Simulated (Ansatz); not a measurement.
A nudged elastic band was laid between two geometries of C3H6AlN (11 atoms, charge 0, multiplicity 1).

Theory: Ansatz 0.2.0, RHF/def2-SVP.

- movable images: 7
- climbing image: yes
- spring: 5.0 eV/Å²
- optimiser: quadratic models (default)
- start path: IDPP
- force threshold: 0.03 eV/Å
- iteration limit: 60
- end points: relaxed

Image 0:

```xyz
11
Properties=species:S:1:pos:R:3
N 0.101 2.927 0.936
C 0.787 2.079 0.300
Al 0.261 0.200 -0.062
C -0.937 -1.285 0.044
C 0.426 -1.581 -0.730
H -0.779 2.552 1.260
H 1.750 2.449 -0.067
H -1.830 -1.366 -0.577
H -1.072 -1.871 0.953
H 0.300 -1.830 -1.783
H 1.058 -2.330 -0.252
```

Image 8:

```xyz
11
Properties=species:S:1:pos:R:3
N -0.309 2.624 1.115
C 0.531 2.008 0.400
Al 0.105 0.124 -0.015
C -0.930 -1.477 -0.045
C 0.490 -1.593 -0.767
H -0.033 3.581 1.299
H 1.440 2.514 0.050
H -1.784 -1.612 -0.709
H -1.044 -2.118 0.828
H 0.430 -1.799 -1.836
H 1.169 -2.307 -0.300
```

Q: Which bonds break or form, and what moves?

A: No bond is made or broken. The dihedral H6–N1–C2–Al3 changes from 0 to 180° by way of a nearly straight angle H6–N1–C2 (up to 179°), not by a turn about the bond.

Q: What energy profile does the band end with?

A: It converged. The highest image is number 4 of 0 to 8, 1.35 eV above the first end and 1.42 eV above the last; the last end lies 0.06 eV below the first. A vibrational analysis at the climbing image gives one clearly imaginary mode, 1306i cm⁻¹: a first-order saddle point.

| image | path coordinate (Å) | energy (eV) | angle H6–N1–C2 (°) |
| --- | --- | --- | --- |
| 0 | 0.00 | 0.00 | 113 |
| 1 | 0.28 | 0.01 | 114 |
| 2 | 0.56 | 0.12 | 121 |
| 3 | 0.84 | 0.74 | 146 |
| 4 | 1.12 | 1.35 | 179 |
| 5 | 1.42 | 0.70 | 147 |
| 6 | 1.72 | 0.08 | 123 |
| 7 | 2.01 | -0.05 | 114 |
| 8 | 2.31 | -0.06 | 113 |

Q: What is the geometry of the highest image?

A: 
```xyz
11
Properties=species:S:1:pos:R:3
N -0.239 2.766 0.857
C 0.557 2.105 0.178
Al 0.227 0.153 -0.085
C -0.800 -1.450 0.092
C 0.573 -1.628 -0.703
H -0.883 3.277 1.398
H 1.439 2.607 -0.270
H -1.693 -1.653 -0.499
H -0.848 -2.013 1.025
H 0.448 -1.917 -1.747
H 1.284 -2.303 -0.225
```

Q: What are the harmonic wavenumbers there?

A: 1306i, 34, 109, 163, 302, 315, 538, 664, 680, 753, 812, 832, 903, 965, 1050, 1120, 1275, 1480, 1505, 1526, 1838, 3008, 3206, 3218, 3270, 3290, 4120 cm⁻¹.

Run time: 3.1 min on 1 thread of Arm Neoverse V2, with other jobs on the host, peak memory 0.2 GiB.
